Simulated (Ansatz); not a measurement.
CHI₂ (`I[CH]I`) radical. Total charge 0; spin multiplicity 2. I: def2 effective core potential. The geometry is a stationary point of PBE0-D4/def2-TZVP.

```xyz
4

I    -1.230    1.326   -0.709
C    -0.035   -0.031    0.230
I     0.967   -1.509   -0.750
H     0.299    0.214    1.229
```

(1) What is the dipole moment at PBE/def2-TZVPP? (Best estimate.)

(2) And with r2SCAN, B3LYP, ωB97M-V? (An estimate is asked.)

(3) Give the Mulliken charges with PBE, B3LYP, ωB97M-V in def2-TZVPP. (Estimate.)

Results:

(1) The calculation gave: 0.37 D, with components (0.21, 0.16, 0.27) D in this frame, pointing from negative to positive charge.

(2) Computed: r2SCAN 0.48 D, B3LYP 0.43 D, ωB97M-V 0.45 D.

(3) Ansatz gave: 
| atom | PBE | B3LYP | ωB97M-V |
| --- | --- | --- | --- |
| I1 | 0.09 | 0.10 | 0.11 |
| C2 | -0.30 | -0.33 | -0.38 |
| I3 | 0.09 | 0.10 | 0.11 |
| H4 | 0.13 | 0.14 | 0.16 |

B3LYP here is the variant with VWN-RPA as its local correlation; programs differ in this.
